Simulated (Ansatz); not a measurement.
Program: Ansatz. Geometries: PBE0-D4/def2-TZVP. ΔE: electronic, gas phase. CCSD(T)/CBS adds triple-zeta CCSD(T) − MP2 to the extrapolated MP2 energy (def2 sets, frozen cores). This one scheme is used for every species. Functionals use def2-TZVPP. B3LYP here is the variant with VWN-RPA as its local correlation; programs differ in this. Each species was taken in one conformer, which may not be the lowest.

Reaction (formal exchange of groups at the Si–O bond): `CO[SiH](C)Cl` + `O[SiH3]` → `C[SiH](Cl)[SiH2]O` + CH₃OH

```csv
level,ΔE (kcal/mol),difference from CCSD(T)/CBS
PBE-D4,21.9,-6.0
PBE0-D4,23.6,-4.3
B3LYP-D4,27.4,-0.5
ωB97X-V,27.5,-0.4
ωB97M-V,28.8,0.9
B2PLYP,29.2,1.3
PBE0,23.9,-4.0
B3LYP,27.9,0.0
HF/def2-TZVPP,33.2,5.3
MP2/def2-TZVPP,30.2,2.3
SCS-MP2/def2-TZVPP,30.7,2.8
CCSD/def2-TZVPP,29.0,1.1
CCSD(T)/def2-TZVPP,28.4,0.5
SCS-MP2/def2-QZVPP,30.5,2.6
MP2/CBS(def2),29.6,1.7
CCSD/CBS(def2),28.5,0.6
CCSD(T)/CBS,27.9,0
```

Largest T1 diagnostic among the species: 0.011.

In def2-TZVPP, CCSD(T) changes the Hartree–Fock value by −4.7 kcal/mol (the triples alone add −0.6 kcal/mol) and MP2 by −3.0 kcal/mol. From PBE to PBE0 (25 % exact exchange), in def2-TZVPP and without D4, ΔE moves by +1.8 kcal/mol.
